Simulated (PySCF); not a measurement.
# Structure from 2D NMR

Compound of formula C₉H₁₂. Correlations simulated from computed shifts and the bond graph:

HSQC (one-bond C–H):
```
  δH     δC
7.61  133.9
7.51  131.2
7.46  134.8
2.65   42.0
1.55   30.0
0.83   14.0
```

COSY cross peaks (H two or three bonds apart, from the bond graph; peaks can be absent where the dihedral angle is near 90°):
```
  δH    δH
7.61  7.51
7.61  7.46
2.65  1.55
1.55  0.83
```

HMBC (two and three bonds, from the bond graph):
```
  δH                                δC
7.61        148.2, 134.8, 133.9, 131.2
7.51                      134.8, 133.9
7.46  148.2, 134.8, 133.9, 131.2, 42.0
2.65          148.2, 134.8, 30.0, 14.0
1.55                 148.2, 42.0, 14.0
0.83                        42.0, 30.0
```

Carbons without hydrogens: δ 148.2.

One computed conformer, equivalent nuclei averaged, non-relativistic, isolated molecule. NMR shieldings at PBE0/pcSseg-1/GIAO; GFN2-xTB geometry; PySCF.

Shifts are taken against calculated references (same method and geometry level): $^{1}$H, $^{13}$C against TMS.

Exchangeable hydrogens are left out of these lists.

Assemble the structure.

## Answers

SMILES CCCc1ccccc1.

Atoms are numbered as in `[CH3:1][CH2:2][CH2:3][c:4]1[cH:5][cH:6][cH:7][cH:8][cH:9]1`. Each H is labelled by its parent atom.

1. δC 148.2 is C4, a substituted aromatic carbon.
2. δC 134.8 is C5/C9, an aromatic CH (δH 7.46).
3. δC 133.9 is C6/C8, an aromatic CH (δH 7.61).
4. δC 131.2 is C7, an aromatic CH (δH 7.51).
5. δC 42.0 is C3, an sp3 CH2 on an aromatic ring (δH 2.65).
6. δC 30.0 is C2, an sp3 CH2 (δH 1.55).
7. δC 14.0 is C1, a methyl carbon (δH 0.83).
8. HMBC from δH 7.61 reaches the proton-free carbon C4.
9. HMBC from δH 7.46 reaches the proton-free carbon C4.
10. HMBC from δH 2.65 reaches the proton-free carbon C4.
11. HMBC from δH 1.55 reaches the proton-free carbon C4.
12. COSY links 7.61–7.51, 7.61–7.46, 2.65–1.55, 1.55–0.83.

The shifts were computed for this structure.

Shifts are as computed. Against solution values, carbons near 30 ppm lie about +3 ppm off and those near 130 ppm about +5 ppm. Of 1211 compounds with measured shifts, 218 miss one by over three times the rms of a fit or turn the order of signals round; such compounds aren't used in these exercises.
